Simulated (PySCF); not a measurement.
An unknown gives this computed stick spectrum. Level of theory: PySCF, TDDFT wB97X-D/def2-SVPD, vertical, gas phase, core orbitals frozen in the response. Geometries: GFN2-xTB, one conformer each.

```json
{"state": "S1", "E (eV)": "7.76", "f": "0.0049"}
{"state": "S2", "E (eV)": "7.94", "f": "0.158"}
{"state": "S3", "E (eV)": "8.06", "f": "0.0097"}
{"state": "S4", "E (eV)": "8.12", "f": "0.023"}
{"state": "S5", "E (eV)": "8.17", "f": "0.018"}
{"state": "S6", "E (eV)": "8.30", "f": "0.011"}
{"state": "S7", "E (eV)": "8.47", "f": "0.0029"}
{"state": "S8", "E (eV)": "8.58", "f": "0.019"}
```

Triplets computed (Tamm–Dancoff): 7.08, 7.49, 7.63 eV.

Task: Which structure fits? All have the formula C4H9FSi.
A. `C[Si@H]1C[C@@H](F)C1`
B. `[Si@H](F)(C)CC=C`
C. `C[C@@H]1[SiH2]C[C@H]1F`

Result: A. Its S1, at 7.76 eV, is the highest among the candidates; the nearest of the others has S1 at 7.21 eV. S1 is HOMO-1→LUMO+1 (53%), HOMO→LUMO (28%). Löwdin shares by element: HOMO carbon 54% or more, silicon 23%, hydrogen 4% or more (atoms not listed hold the other 19%); LUMO silicon 34%, carbon 20% or more, hydrogen 18% or more (atoms not listed hold the other 29%). At the same level the other candidates give, for their lowest levels:
- `C[C@@H]1[SiH2]C[C@H]1F`: 7.21 eV (f 0.061); 7.50 eV (f 0.033); 7.65 eV (f 0.037); 8.01 eV (f 0.026); 8.16 eV (f 0.007); T1 6.39 eV; HOMO -9.74, LUMO 1.79 eV
- `C=CC[Si@H](C)F`: 6.75 eV (f 0.218); 7.28 eV (f 0.044); 7.84 eV (f 0.100); 7.90 eV (f 0.003); 8.19 eV (f 0.004); T1 4.46 eV; HOMO -9.16, LUMO 1.72 eV
